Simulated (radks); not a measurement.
Task: The table gives one normalised radial function P(r) = r R(r) of Re- in [Xe] 4f14 5d6 6s2 (r in bohr). All-electron calculation, scalar-relativistic Kohn-Sham, LDA (Slater exchange, VWN5 correlation), spin-polarised, spherical densities, finite nucleus; open shells are filled with parallel spins first (spin-orbit coupling, left out, can overturn this in heavy ions); Fermi nuclear charge, rms radius 5.3698 fm; hard spherical wall at 3.5 bohr. Program: a radial shooting solver on a logarithmic mesh with Libxc functionals.

r,P
0.001009,0.0000
0.001155,0.0000
0.001324,0.0000
0.001517,0.0000
0.001738,0.0000
0.001991,0.0000
0.002281,0.0000
0.002613,0.0000
0.002994,0.0000
0.00343,0.0000
0.00393,0.0000
0.004502,0.0000
0.005158,0.0000
0.005909,0.0000
0.00677,0.0000
0.007756,0.0000
0.008886,0.0001
0.01018,0.0001
0.01166,0.0002
0.01336,0.0003
0.01531,0.0004
0.01754,0.0007
0.0201,0.0012
0.02302,0.0019
0.02638,0.0031
0.03022,0.0049
0.03462,0.0077
0.03967,0.0121
0.04545,0.0189
0.05165,0.0283
0.05918,0.0429
0.0678,0.0642
0.07767,0.0944
0.08899,0.1364
0.102,0.1932
0.1168,0.2678
0.1338,0.3623
0.1533,0.4777
0.1757,0.6123
0.2012,0.7613
0.2306,0.9161
0.2641,1.0644
0.3026,1.1916
0.3467,1.2832
0.3972,1.3276
0.4551,1.3193
0.5214,1.2598
0.5974,1.1563
0.6844,1.0204
0.7841,0.8653
0.8983,0.7047
1.029,0.5505
1.179,0.4120
1.351,0.2950
1.548,0.2020
1.773,0.1321
2.031,0.0824
2.327,0.0486
2.666,0.0263
3.055,0.0114
3.5,0.0000

Which n and l does it have? It may be an empty orbital.

Result: n = 4, l = 3: the number of nodes gives n - l - 1 = 0, the rise at small r (about r^(l+1), flatter next to the nucleus through relativity) gives l, and the extent must fit the shell. The curve is that of 4f up; the table hardly tells the two spins apart. 4f up: eigenvalue -16.251 eV, 0 radial nodes, <r> = 0.586 bohr, 90 % of the charge inside 0.967 bohr.
